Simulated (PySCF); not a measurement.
Ne (neon, neutral) across methods

[Ne], closed-shell 1S. Calculation: PySCF 2.14, in aug-cc-pVQZ (6s5p4d3f2g, 80 functions); the non-relativistic Hamiltonian (point nucleus).

```json
{"method": "BHandHLYP", "E (hartree)": "-128.9449", "mean ε 1s (eV)": "-861.66", "mean ε 2s (eV)": "-44.789", "mean ε 2p (eV)": "-18.710", "Σ⟨r²⟩ (bohr²)": "9.583", "⟨S²⟩": "0.000"}
{"method": "B3LYP", "E (hartree)": "-128.9771", "mean ε 1s (eV)": "-842.71", "mean ε 2s (eV)": "-39.740", "mean ε 2p (eV)": "-15.654", "Σ⟨r²⟩ (bohr²)": "9.740", "⟨S²⟩": "0.000"}
{"method": "M06", "E (hartree)": "-128.9484", "mean ε 1s (eV)": "-845.26", "mean ε 2s (eV)": "-40.806", "mean ε 2p (eV)": "-16.027", "Σ⟨r²⟩ (bohr²)": "9.544", "⟨S²⟩": "0.000"}
{"method": "PBE", "E (hartree)": "-128.8624", "mean ε 1s (eV)": "-829.61", "mean ε 2s (eV)": "-36.296", "mean ε 2p (eV)": "-13.352", "Σ⟨r²⟩ (bohr²)": "9.840", "⟨S²⟩": "0.000"}
{"method": "r2SCAN", "E (hartree)": "-128.9307", "mean ε 1s (eV)": "-836.65", "mean ε 2s (eV)": "-38.280", "mean ε 2p (eV)": "-13.988", "Σ⟨r²⟩ (bohr²)": "9.641", "⟨S²⟩": "0.000"}
{"method": "LDA", "E (hartree)": "-128.2292", "mean ε 1s (eV)": "-824.60", "mean ε 2s (eV)": "-36.015", "mean ε 2p (eV)": "-13.560", "Σ⟨r²⟩ (bohr²)": "9.860", "⟨S²⟩": "0.000"}
{"method": "PBE0", "E (hartree)": "-128.8680", "mean ε 1s (eV)": "-845.22", "mean ε 2s (eV)": "-40.581", "mean ε 2p (eV)": "-16.002", "Σ⟨r²⟩ (bohr²)": "9.666", "⟨S²⟩": "0.000"}
{"method": "UHF", "E (hartree)": "-128.54376", "mean ε 1s (eV)": "-891.83", "mean ε 2s (eV)": "-52.551", "mean ε 2p (eV)": "-23.148", "Σ⟨r²⟩ (bohr²)": "9.386", "⟨S²⟩": "0.000"}
```

(1) Estimate the same row for BLYP.

Answers

(1) E (hartree) = -128.9689; mean ε 1s (eV) = -830.56; mean ε 2s (eV) = -36.175; mean ε 2p (eV) = -13.374; Σ⟨r²⟩ (bohr²) = 9.888; ⟨S²⟩ = 0.000.
